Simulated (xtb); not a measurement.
Harmonic IR lines of one isomer of C₇H₁₂BN, unscaled. Computed with GFN2-xTB in xtb.

wavenumber (cm⁻¹): 770 (w), 808 (s), 890 (vw), 929 (w), 976 (w), 1023 (w), 1053 (w), 1071 (w), 1104 (w), 1188 (w), 1210 (m), 1252 (w), 1332 (w), 2405 (vs), 2654 (m), 2693 (s), 2920 (m), 2961 (w), 2968 (w), 2975 (m), 2981 (s), 2988 (s)

Q: Name which structure gives these lines.
A) `B[C@H]1CC[C@@H](C#N)CC1`
B) `B[C@@H]1CCCC[C@H]1C#N`
C) `B[C@@H]1CCCC[C@@H]1C#N`
D) `BC1(C#N)CCCCC1`

A: B, `B[C@@H]1CCCC[C@H]1C#N`
